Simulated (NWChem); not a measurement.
Molecule: CH$_{3}$Cl$_{2}$Si, doublet; SMILES C[Si](Cl)Cl

```xyz
7

C     -2.0455     0.2923     0.0000
Si    -0.3495    -0.5021     0.0000
Cl     0.6833     0.1223    -1.6879
Cl     0.6833     0.1223     1.6879
H     -1.9339     1.3886     0.0000
H     -2.6075    -0.0092    -0.8964
H     -2.6075    -0.0092     0.8964
```
Atoms are numbered in this order, from 1.

Computed with NWChem. Pople sets run with spherical d functions. Spin-unrestricted. In the optimisation the excess spin sits in a' (Cs, its own frame). All runs use the structure optimised with PBE0/def2-SVP, spin-unrestricted. No stability test was run on the SCF state. Level: PBE0/6-31G* with SMD (1 M gas to 1 M solution), gas-phase geometry. Reactions with the solvent are ignored.

Task: Order these by “solvation free energy (kcal/mol)”, lowest first: cyclohexane; water; ethyl acetate.

Result: ethyl acetate (-4.6), cyclohexane (-3.6), water (-1.2)
